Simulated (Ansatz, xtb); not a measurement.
# Two structures of FH3O3Ti

Structure X: a singlet given by its coordinates. Structure Y: a singlet given by its coordinates. Both are isolated molecules in the gas phase, relaxed with PBE0-D4/def2-SVP.

X (Å):

```yaml
atoms:
  - { symbol: F, position_ang: [0.5207, 0.9752, -1.7147] }
  - { symbol: O, position_ang: [-1.0438, 1.1057, 0.6994] }
  - { symbol: O, position_ang: [1.6220, -0.0040, 0.7782] }
  - { symbol: O, position_ang: [-0.4831, -1.4517, -0.5941] }
  - { symbol: Ti, position_ang: [0.1497, 0.1593, -0.2070] }
  - { symbol: H, position_ang: [-1.6253, 1.8392, 0.4807] }
  - { symbol: H, position_ang: [2.2297, -0.7453, 0.8550] }
  - { symbol: H, position_ang: [-1.2777, -1.9355, -0.3533] }
```

Close contacts (Å): F1–Ti5 1.75, O2–Ti5 1.77, O3–Ti5 1.78, O4–Ti5 1.77, O2–H6 0.96, O3–H7 0.96, O4–H8 0.96, Ti5–H6 2.54, Ti5–H7 2.50, Ti5–H8 2.54.

Y (Å):

```xyz
8

F     1.8151   -3.2319   -4.3926
O     0.5938   -3.1934   -1.7871
O    -1.0527   -3.1343   -4.1741
O     0.5470   -0.8233   -3.4583
Ti    0.4747   -2.5952   -3.4522
H     0.0519   -3.7887   -1.2618
H    -1.7706   -2.6721   -4.6156
H     0.7108   -0.1696   -2.7729
```

Close contacts (Å): F1–Ti5 1.76, O2–Ti5 1.77, O3–Ti5 1.77, O4–Ti5 1.77, O2–H6 0.96, O3–H7 0.96, O4–H8 0.96, Ti5–H6 2.53, Ti5–H7 2.53, Ti5–H8 2.53.

Energies in hartree; the thermal terms are from PBE0-D4/def2-SVP harmonic frequencies (ideal gas, rigid rotor, one conformer each, 298.15 K, 1 atm) and include the zero-point energy:

|  | X | Y |
| --- | --- | --- |
| E, CCSD(T)/def2-SVP | −1175.129049 | −1175.130196 |
| E, MP2/def2-SVP | −1175.088104 | −1175.089229 |
| E, MP2/def2-TZVPP | −1175.973379 | −1175.974302 |
| zero-point energy | 0.040867 | 0.041159 |
| H(298 K) − E | 0.050310 | 0.050410 |
| G(298 K) − E | 0.008606 | 0.010342 |

Question: Correct the CCSD(T) difference for the basis set by the MP2 change, then work out ΔE, ΔE₀, ΔH and ΔG for X → Y in kcal/mol (1 Eh = 627.51 kcal/mol) and the equilibrium ratio [Y]/[X].

Answer: 1. Differences Y − X: CCSD(T) −0.001147, MP2 in the small set −0.001125, MP2 in the large set −0.000923 Eh.
2. ΔE = −0.001147 + (−0.000923 − (−0.001125)) = −0.000945 Eh = −0.59 kcal/mol.
3. ΔE₀ = ΔE + ΔZPE = −0.000945 + (+0.000292) Eh = −0.41 kcal/mol.
4. ΔH = ΔE + (+0.000100) Eh = −0.53 kcal/mol.
5. ΔG = ΔE + (+0.001736) Eh = +0.50 kcal/mol, so ΔS = (ΔH − ΔG)/T = −14.4 J/(mol K).
6. kT = 0.9442 mEh, so K = [Y]/[X] = exp(−ΔG/kT) = exp(−0.84) ≈ 0.43.

The two are too close for this level to say which is favoured. An error of 1 kcal/mol in ΔG would change K by a factor of 5.4. Large T1 diagnostics make the coupled-cluster value less sure. Mirror images and further conformers aren't counted.

Other levels gave ΔE = −0.7 (PBE0-D4/def2-SVP); −0.8 (HF/def2-SVP); −0.7 (MP2/def2-SVP); −0.7 (CCSD(T)/def2-SVP) kcal/mol. The correlated steps freeze 9 core orbitals. Programs: Ansatz 0.2.0.
